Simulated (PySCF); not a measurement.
A structure optimised at PBE0-D3(BJ)/def2-SVP, used in a PySCF frequency run:

```
Al
O 1 1.6946
H 2 0.9584 1 124.53
O 1 1.6949 2 120.30 3 0.00
H 4 0.9573 1 127.43 2 180.00
S 1 2.1758 2 116.83 3 -180.00
H 6 1.3522 1 91.76 2 0.00
```

Question: Write its SMILES, formula and point group.

Answer: [OH][Al]([OH])[SH], AlH3O2S, Cs

Question: What are its rotational constants (standard atomic weights)?

Answer: 6.4091, 3.0879, 2.0839 GHz
